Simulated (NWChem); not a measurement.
System: ScHOF2; SMILES [OH][Sc]([F])[F]

```xyz
5

Sc     0.0003     0.0147     0.0000
F     -1.5492     0.9914     0.0000
F      1.6009     0.9050     0.0000
O     -0.0500    -1.8244     0.0000
H     -0.0712    -2.7814     0.0000
```
Atoms are numbered in this order, from 1.

Program: NWChem. All runs use the structure optimised with PBE0/def2-SVP. Ions are spin-unrestricted doublets at the neutral geometry; other ion states weren't tried.

Problem. Predict the results for CAM-B3LYP/def2-SVP. Quantities: vertical ionisation energy, ΔSCF (eV); −ε(HOMO) (eV).

Solution. The vertical ionisation energy, ΔSCF (eV) comes out as 11.78 and the −ε(HOMO) (eV) is 10.35.
